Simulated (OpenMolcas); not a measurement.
## Pd4+: moving or changing the point charges

Pd4+ among 2 point charges of -3 e arranged as a linear pair (D∞h), 2.13 Å from the ion.
```
   0.0000    0.0000    2.1300  -3.00
   0.0000    0.0000   -2.1300  -3.00
```

```json
{
  "Program": "OpenMolcas 26.06",
  "Method": "SS-CASPT2, IPEA 0.25 Eh, imaginary shift 0.1 Eh (closed shells correlated: 4s 4p)",
  "Basis": "ANO-RCC-VDZP [6s5p3d1f]",
  "Scalar Hamiltonian": "DKH2, point nucleus",
  "Active space": "6 electrons in 5 orbitals (4d)",
  "State averaging": "2S+1 = 5 even, 5 roots; 2S+1 = 3 even, 45 roots; 2S+1 = 1 even, 50 roots",
  "Spin-orbit coupling": "RASSI with atomic mean-field integrals over the reference wave functions"
}
```

Runs around this geometry, states (labels by Λ). Energies in cm-1 above the lowest state or level, χT in cm3 K/mol.

| R (Å) | q (e) | Ground state | First state of that spin | First gap with spin-orbit (degeneracies) | χT at 300 K | First state of another spin |
| --- | --- | --- | --- | --- | --- | --- |
| 2.13 | -1.5 | 5Δ | 5Π 7030 | 900 (2, 2) | 4.966 | 3Φ 20570 |
| 1.96 | -3 | 5Δ | 5Π 17720 | 990 (2, 2) | 4.899 | 3Σ 13960 |
| 2.13 | -3 | 5Δ | 5Π 14160 | 970 (2, 2) | 4.913 | 3Σ 17660 |
| 2.33 | -3 | 5Δ | 5Π 11060 | 950 (2, 2) | 4.930 | 3Σ 20010 |

Taking the first state of the same spin as R^-n, n = -ln(11060 / 17720) / ln(2.33 / 1.96) = 2.7 between the shortest and longest distance.

Scaling the charges by -1.5 / -3 = 0.50 scales the first state of the same spin by 7030 / 14160 = 0.50; with fixed orbitals a first-order splitting would follow the charge.

Roots that are degenerate in the reference are averaged as groups; the widest CASPT2 spread within a group is 38 cm-1 (the 2-fold group of multiplicity 1 near 64200 cm-1 above the lowest state of its run, R = 2.13, q = -1.5). Shifts and gaps below about the spread of the groups concerned are not significant. Point charges give a weaker field than real ligands, and real ions of this kind are as a rule low spin; the high spin found here belongs to the model. Free-ion shares, where given, are those of the reference states; single-state CASPT2 does not remix them. This shell can be high or low spin here, a state of another spin lies low, and with metal d orbitals alone active their balance is uncertain, so the ground spin may be wrong (holds for R = 1.96, q = -3). This is an electrostatic model: the charges have no orbitals. No measured value stands beside these numbers.
